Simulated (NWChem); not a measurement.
Species: C₄H₄OS; SMILES Oc1ccsc1

```xyz
10

O      0.3298     2.3362     0.0000
C      0.0810     1.0096     0.0000
C     -1.2193     0.4169     0.0000
C     -1.1656    -0.9515     0.0000
S      0.4481    -1.5237     0.0000
C      1.0855     0.0721     0.0000
H     -0.5050     2.8141     0.0000
H     -2.1510     0.9871     0.0000
H     -1.9991    -1.6523     0.0000
H      2.1574     0.2576     0.0000
```
Atoms are numbered in this order, from 1.

Results from NWChem. Medium grid unless said otherwise, to which SCAN and Minnesota functionals are sensitive. All runs use the structure optimised with PBE0/def2-SVP. Total energies of different functionals are on different scales.

```tsv
level	energy (Ha)	highest occupied level (eV)	orbital gap (eV)	dipole (D)
B3LYP/def2-SVP	-627.9445	-5.90	5.59	1.82
PBE/def2-SVP	-627.4897	-5.02	4.03	1.81
SCAN/def2-SVP	-627.8594	-5.33	4.35	1.94
LRC-wPBEh/def2-SVP	-627.5708	-8.01	9.47	1.93
LDA (Slater exchange, PW92)/def2-SVP	-624.6147	-5.16	4.01	1.82
CAM-B3LYP/def2-SVP	-627.8227	-7.36	(withheld)	1.87
LDA (Slater exchange, VWN5)/def2-SVP	-624.6300	-5.16	4.01	1.82
M06/def2-SVP	-627.7610	-6.28	6.05	1.83
M06-2X/def2-SVP	-627.8166	-7.32	7.99	1.89
MPW1K/def2-SVP	-627.8775	-7.05	7.41	1.99
BHandHLYP/def2-SVP	-627.7877	-7.11	7.95	1.95
```

Problem. What belongs in the gaps?

Solution. 
- CAM-B3LYP/def2-SVP, orbital gap (eV): 8.35
